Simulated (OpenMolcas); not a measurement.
# Yb3+: ligand-field states by method

Yb3+ with 6 ligands (fluoride) in tetragonal octahedral coordination (D4h) at 2.28 Å, the axial distance 2.531 Å. A charge of +0.5 e stands 2.6 Å behind each ligand. Ligand basis ANO-RCC-VDZP.
```
Yb    0.0000    0.0000    0.0000
F     2.2800    0.0000    0.0000
F     0.0000    2.2800    0.0000
F    -2.2800    0.0000    0.0000
F     0.0000   -2.2800    0.0000
F     0.0000    0.0000    2.5308
F     0.0000    0.0000   -2.5308
```

```yaml
Program: OpenMolcas
Basis: ANO-RCC-VDZP [7s6p4d2f1g]
Scalar_Hamiltonian: DKH2, point nucleus
Active_space: 13 electrons in 7 orbitals (4f)
State_averaging: 2S+1 = 2 odd, 7 roots
Spin-orbit_coupling: RASSI with atomic mean-field integrals over the reference wave functions
```

I. CASSCF
II. SS-CASPT2, IPEA 0.25 Eh, imaginary shift 0.1 Eh (closed shells correlated: 5s 5p and the ligand valence shells)

Spin-free states (labels of D4, the rotations of D4h) in cm-1, each column counted from its own energy of the first state listed:

```tsv
State	Degeneracy	I	II
2E	2	0	0
2B2	1	408	650
2A2	1	415	550
2E	2	495	680
2B1	1	566	900
```

From I to II, I's first state of the same spin (2B2) moves from 408 to 650 cm-1, by about +240 cm-1. In II another state of that kind comes below it.

With spin-orbit coupling the lowest J multiplet is 510 (I), 767 (II) cm-1 wide, a factor of 1.50 from I to II.

χT at 300 K: I 2.42, II 2.30 cm3 K/mol.

Over all roots computed the reference weight is 0.69 in II; a low but even weight reflects the number of correlated electrons. Without dynamic correlation the ligand-field splitting of an f shell can come out too small, at times by half (holds for I). Splittings of an f shell from a small cluster at a set distance can be off by tens of per cent, mostly too small (holds for II). The distance lies 5 % over the 2.18 Å that this model takes as the normal distance (a Shannon-type radius plus a fixed donor radius); by an R⁻⁵ law this alone changes a d-shell field by about -20 %. No measured value stands beside these numbers; the geometry is a model, was not optimised and need not be the one that this ion takes.
